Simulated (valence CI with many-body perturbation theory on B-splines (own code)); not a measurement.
**Pt4+: E2, M1 decay**

Level of theory: configuration interaction combined with many-body perturbation theory (CI+MBPT): six valence electrons over a frozen Dirac-Fock core [Xe] 4f14, radial functions for each j: 7 s, 7 p, 8 d, 6 f, 4 g, 1 h, with the one-electron correlation potential Σ1, the two-electron term Σ2, the three-electron term Σ3, Breit, model QED; selected CI, second order for the rest, scaled by the run's own slope (own B-spline code, finite nucleus).

No measured spectrum was set against this ion. As an estimate, terms of the open shell hold to 2 to 4 % of their energy, and close levels can change places; different configurations can be misplaced against each other by 1,000 to 8,000 cm⁻¹. Among the levels kept, up to 1000 cm⁻¹ of a level comes from second order outside the variational space, and about a tenth of that is noise between levels of different J, which matters for small intervals. Only levels of the ground parity were solved; by the run's estimate the other parity begins above the list, which can be wrong where configurations are misplaced.

Lines 1 to 50 of 119 in falling wavelength, among levels below 7.018 eV, chosen from the decays that carry over 1 % of a level's rate. Wavelengths and rates use the calculated energies, so an error of 2000 cm⁻¹ moves a line at 2187 nm by 44 % and its rate by three times that or more. Electric multipoles are in the length gauge, E1 and E2 with the static RPA response of the core. Weak lines are less certain than strong ones. Lines between different terms over intervals too small for the method are left out, as are lines whose strength nearly cancels. Intervals below about 2000 cm⁻¹, as at the head of this list, are uncertain by tens of per cent. The highest levels of a list are the least certain. Branching is blank where the lifetime is uncertain.

Names give the largest LS component (configuration and term), which can be under half, so a name can repeat, a term be missing and a line seem to break the LS rules; names also repeat where a configuration has a term twice. Letters in brackets count levels of one name in rising energy.

| λ vac (nm) | Upper | Lower | Type | A (s⁻¹) | Branch % |
| --- | --- | --- | --- | --- | --- |
| 76730 | 5d6 5D_0 | 5d6 5D_1 | M1 | 2.74e-04 | 54.4 |
| 3102 | 5d6 3H_5 | 5d6 3H_4 [b] | M1 | 4.43e-01 | 1.3 |
| 2687 | 5d6 3G_3 | 5d6 3G_4 | M1 | 1.11e+00 |  |
| 2218 | 5d6 5D_1 | 5d6 5D_2 [a] | M1 | 5.89e+00 | 100.0 |
| 2187 | 5d6 3G_5 | 5d6 3H_4 [a] | M1 | 1.15e+00 | 23.2 |
| 2156 | 5d6 5D_0 | 5d6 5D_2 [a] | E2 | 2.29e-04 | 45.6 |
| 1785 | 5d6 3H_4 [b] | 5d6 3F_3 | M1 | 1.27e+00 | 1.8 |
| 1599 | 5d6 5D_2 [a] | 5d6 5D_4 | E2 | 2.59e-04 | 100.0 |
| 1416 | 5d6 3D_2 | 5d6 3F_2 [a] | M1 | 1.06e+00 | 3.9 |
| 1363 | 5d6 3P_0 | 5d6 3D_1 | M1 | 3.00e+00 | 9.2 |
| 1344 | 5d6 5D_3 | 5d6 5D_4 | M1 | 1.27e+01 | 99.6 |
| 1242 | 5d6 3G_4 | 5d6 3F_3 | M1 | 4.85e-01 | 1.5 |
| 1220 | 5d6 3D_2 | 5d6 3F_3 | M1 | 3.18e+00 | 11.6 |
| 1209 | 5d6 1F_3 | 5d6 3G_4 | M1 | 8.47e-01 | 2.7 |
| 1191 | 5d6 3F_3 | 5d6 3H_4 [a] | M1 | 6.72e+00 | 16.4 |
| 1166 | 5d6 3P_1 [a] | 5d6 3D_2 | M1 | 9.99e+00 | 9.0 |
| 1164 | 5d6 3D_1 | 5d6 5D_2 [b] | M1 | 1.15e+01 | 23.6 |
| 1139 | 5d6 3D_3 | 5d6 3F_2 [a] | M1 | 1.02e+00 |  |
| 1088 | 5d6 3H_4 [a] | 5d6 5D_3 | M1 | 1.08e+00 | 2.9 |
| 1061 | 5d6 3H_4 [b] | 5d6 3G_5 | M1 | 3.20e+00 | 4.6 |
| 1040 | 5d6 1D_2 | 5d6 3G_3 | M1 | 1.81e+00 | 2.1 |
| 1034 | 5d6 1G_4 | 5d6 3D_3 | M1 | 9.33e-01 | 1.4 |
| 1009 | 5d6 3D_3 | 5d6 3F_3 | M1 | 1.91e+00 |  |
| 996.3 | 5d6 3F_4 | 5d6 1G_4 | M1 | 1.47e+00 | 1.0 |
| 988.0 | 5d6 3P_1 [a] | 5d6 3D_1 | M1 | 8.26e+00 | 7.5 |
| 986.7 | 5d6 3D_2 | 5d6 5D_2 [b] | M1 | 1.29e+00 | 4.7 |
| 940.1 | 5d6 3G_3 | 5d6 3F_2 [a] | M1 | 8.02e+00 |  |
| 933.2 | 5d6 1F_3 | 5d6 3H_4 [b] | M1 | 6.19e-01 | 2.0 |
| 929.4 | 5d6 1G_4 | 5d6 3H_5 | M1 | 2.36e+00 | 3.6 |
| 903.8 | 5d6 3P_1 [a] | 5d6 1S_0 | M1 | 5.98e+00 | 5.4 |
| 885.8 | 5d6 3P_1 [b] | 5d6 3P_0 | M1 | 1.39e+01 | 6.4 |
| 871.9 | 5d6 1D_2 | 5d6 3D_3 | M1 | 3.80e+00 | 4.4 |
| 866.9 | 5d6 1G_4 | 5d6 3G_4 | M1 | 2.99e+00 | 4.6 |
| 849.5 | 5d6 3G_3 | 5d6 3F_3 | M1 | 1.57e+01 |  |
| 843.9 | 5d6 3D_3 | 5d6 5D_2 [b] | M1 | 1.27e+01 |  |
| 842.1 | 5d6 3G_4 | 5d6 3G_5 | M1 | 1.38e+01 | 43.1 |
| 822.7 | 5d6 3H_5 | 5d6 3H_6 | M1 | 2.03e+01 | 60.2 |
| 810.8 | 5d6 5D_2 [b] | 5d6 5D_1 | M1 | 1.92e+01 | 20.1 |
| 790.5 | 5d6 3H_5 | 5d6 3G_5 | M1 | 1.14e+01 | 33.8 |
| 758.5 | 5d6 1D_2 | 5d6 3D_2 | M1 | 8.99e-01 | 1.0 |
| 751.6 | 5d6 3F_4 | 5d6 1F_3 | M1 | 1.02e+01 | 7.3 |
| 739.2 | 5d6 3F_2 [b] | 5d6 1F_3 | M1 | 2.72e+01 | 22.2 |
| 729.5 | 5d6 3G_3 | 5d6 5D_2 [b] | M1 | 1.44e+00 |  |
| 715.1 | 5d6 1G_4 | 5d6 3H_4 [b] | M1 | 1.74e+01 | 26.7 |
| 714.3 | 5d6 3H_4 [b] | 5d6 3H_4 [a] | M1 | 4.62e+01 | 67.1 |
| 679.1 | 5d6 1D_2 | 5d6 3D_1 | M1 | 5.28e+00 | 6.1 |
| 658.6 | 5d6 1F_3 | 5d6 3F_2 [a] | M1 | 6.79e-01 | 2.2 |
| 639.2 | 5d6 3P_1 [a] | 5d6 3F_2 [a] | M1 | 1.16e+01 | 10.5 |
| 638.8 | 5d6 5D_2 [b] | 5d6 5D_3 | M1 | 7.00e+01 | 73.2 |
| 612.8 | 5d6 1F_3 | 5d6 3F_3 | M1 | 6.41e-01 | 2.0 |
